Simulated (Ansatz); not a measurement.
Results of the Gaussian-basis code of Ansatz.

A structure relaxed at PBE0-D4/def2-TZVP, charge 0, multiplicity 1:

```tsv
atom	x (Å)	y (Å)	z (Å)
F1	-0.298	-0.255	1.898
C2	-0.775	-0.117	0.630
F3	-1.543	1.008	0.603
Ge4	0.742	0.056	-0.658
H5	-1.434	-0.970	0.431
H6	1.582	-1.226	-0.582
H7	1.569	1.280	-0.256
H8	0.157	0.225	-2.066
```

Task: Give its formula and SMILES.

Result: CH4F2Ge, `F[CH](F)[GeH3]`.

Task: Point group (tolerance 0.08 Å, 0.16 Å for H)?

Result: Cs.

Task: Summarise the bond lengths by kind.

Result: 2 × C–F 1.362 Å; 1 × C–Ge 1.997 Å; 1 × C–H 1.096 Å; 3 × Ge–H 1.532 to 1.534 Å.
